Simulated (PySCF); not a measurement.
Breaking a bond: AlH, singlet.

Computed with: RHF/cc-pVDZ (PySCF); UKS-wB97X-V = unrestricted wB97X-V/cc-pVDZ in PySCF; RKS-TPSSh = restricted TPSSh/cc-pVDZ (PySCF).

Magnitude of the dipole moment (D; its direction can reverse along the curve, and a method can change to another solution) and Mulliken charge of the fragment that holds Al1:

```tsv
R / Å	μ RHF	q RHF	μ UKS-wB97X-V	q UKS-wB97X-V	μ RKS-TPSSh	q RKS-TPSSh
1.24	1.63	0.30	1.53	0.26	1.50	0.24
1.32	1.40	0.27	1.32	0.21	1.28	0.20
1.41	1.12	0.24	1.04	0.19	1.01	0.17
1.50	0.80	0.23	0.74	0.17	0.70	0.16
1.56	0.57	0.23	0.52	0.17	0.49	0.16
1.62	0.34	0.23	0.30	0.18	0.26	0.17
1.66	0.17	0.23	0.14	0.18	0.11	0.17
1.73	0.12	0.24	0.14	0.19	0.16	0.18
1.78	0.34	0.25	0.34	0.19	0.36	0.19
1.82	0.52	0.25	0.50	0.20	0.52	0.20
1.92	0.97	0.27	0.92	0.22	0.93	0.21
2.09	1.76	0.29	1.64	0.24	1.61	0.23
2.27	2.60	0.31	2.39	0.26	2.30	0.25
2.47	3.52	0.34	3.20	0.29	3.01	0.27
2.76	4.81	0.37	4.30	0.31	3.92	0.28
3.01	5.86	0.39	3.80	0.24	4.59	0.29
3.32	7.08	0.42	2.75	0.15	5.30	0.30
3.68	8.38	0.45	1.51	0.07	5.97	0.31
4.06	9.61	0.47	0.59	0.02	6.55	0.31
4.51	10.90	0.49	0.17	0.00	7.13	0.32
4.94	11.99	0.50	0.05	0.00	7.62	0.32
5.85	14.05	0.50	0.01	0.00	8.60	0.31
6.70	15.80	0.50	0.00	0.00	9.50	0.30
```

The restricted form behind RHF, RKS-TPSSh keeps the bonding electrons paired and can't separate into open-shell fragments. The unrestricted determinant behind UKS-wB97X-V is spin-contaminated at 3.01 to 6.70 Å (<S²> up to 1.0, against 0.00 for a pure singlet). At the longest distance RKS-TPSSh leaves fractional charges on the fragments, a sign of delocalisation error or of the restricted form.
